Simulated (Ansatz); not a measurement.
`[SiH3]O[SiH2]O[SiH3]` → `O[SiH3]` + `[SiH]O[SiH3]` at 700 K and 1 bar (silylene formation by 1,1-elimination).

Computed with Ansatz on PBE0-D4/def2-TZVP structures; ΔE is electronic, products minus reactants. CCSD(T)/CBS adds triple-zeta CCSD(T) − MP2 to the extrapolated MP2 energy (def2 sets, frozen cores). Each species was taken in one conformer, which may not be the lowest.

```json
{"species": "`[SiH3]O[SiH2]O[SiH3]`", "CCSD(T)/CBS energy (Eh)": "-1022.56830", "H − E (kJ/mol)": "305.2", "S (J/(mol·K))": "575.4"}
{"species": "`O[SiH3]`", "CCSD(T)/CBS energy (Eh)": "-366.69042", "H − E (kJ/mol)": "144.6", "S (J/(mol·K))": "321.6"}
{"species": "`[SiH]O[SiH3]`", "CCSD(T)/CBS energy (Eh)": "-655.75389", "H − E (kJ/mol)": "152.2", "S (J/(mol·K))": "389.3"}
```

H − E and S are ideal-gas, rigid-rotor, harmonic terms from PBE0-D4/def2-TZVP, for one conformer and one mirror image of each species. 1 Eh = 2625.50 kJ/mol, R = 8.31446 J/(mol·K).

**Question.** By hand: ΔE, ΔH, ΔS and ΔG.

**Answer.** ΔE = (-366.69042) + (-655.75389) − (-1022.56830) = 0.12399 Eh = 325.5 kJ/mol. Δ(H − E) = 144.6 + 152.2 − 305.2 = -8.4, so ΔH = 317.1 kJ/mol. ΔS = 321.6 + 389.3 − 575.4 = 135.5 J/(mol·K). ΔG = 317.1 − 700 × (135.5)/1000 = 222.3 kJ/mol.

**Question.** By hand: the equilibrium constant, and the temperature at which ΔG would vanish if ΔH and ΔS stayed fixed.

**Answer.** log₁₀ K = −ΔG/(RT ln 10) = -16.6. ΔG = 0 at ΔH/ΔS = 2340 K.

The number of gas molecules changes by +1, which sets the sign of ΔS. A doubt of 5 kJ/mol in ΔE shifts log₁₀ K by 0.4 here. Other conformers and mirror images would add mixing entropy, several J/(mol·K) or more a flexible species. Modes under 60 cm⁻¹, often nearly free rotors, make the harmonic entropy too high. These are equilibria of isolated gas molecules and say nothing of rates. Largest T1 diagnostic: 0.014 (customary marks: 0.02 for closed shells, 0.045 for open ones).
